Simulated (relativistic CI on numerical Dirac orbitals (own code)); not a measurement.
## Crystal-field levels of Mn³⁺, 3d4

Calculated by Dirac-Coulomb-Breit CI, orbitals from a KLI potential per configuration, QED by a radiative potential, valence Slater integrals scaled by 0.9, one configuration in a parametric crystal field (own radial code). With so little scaling, terms lie 10 to 35 % too far apart, which can change the order of excited levels.

Field parameters in Wybourne normalisation: D4h B²₀ = −7Ds, B⁴₀ = 21(Dq − Dt), B⁴₄ = 21√(5/14) Dq. The field is a parameter set, without covalency.

S is read from ⟨S²⟩ = S(S + 1).

Levels (cm⁻¹, degeneracy): 0 (1), 23 (2), 83 (1), 84 (1), 1417 (1), 1442 (1), 1612 (2), 1698 (1), 1991 (1), 1995 (2), 2316 (1), 2318 (1).

(1) Which field gives this pattern?
A. D4h, 10Dq = 23350, Ds = 2590, Dt = -120 cm⁻¹
B. D4h, 10Dq = 23350, Ds = 2180, Dt = -120 cm⁻¹
C. D4h, 10Dq = 23350, Ds = -270, Dt = -120 cm⁻¹
D. D4h, 10Dq = 23350, Ds = 1360, Dt = -120 cm⁻¹

Answers

(1) C. D4h, 10Dq = 23350, Ds = -270, Dt = -120 cm⁻¹, ground level with S = 1.95.
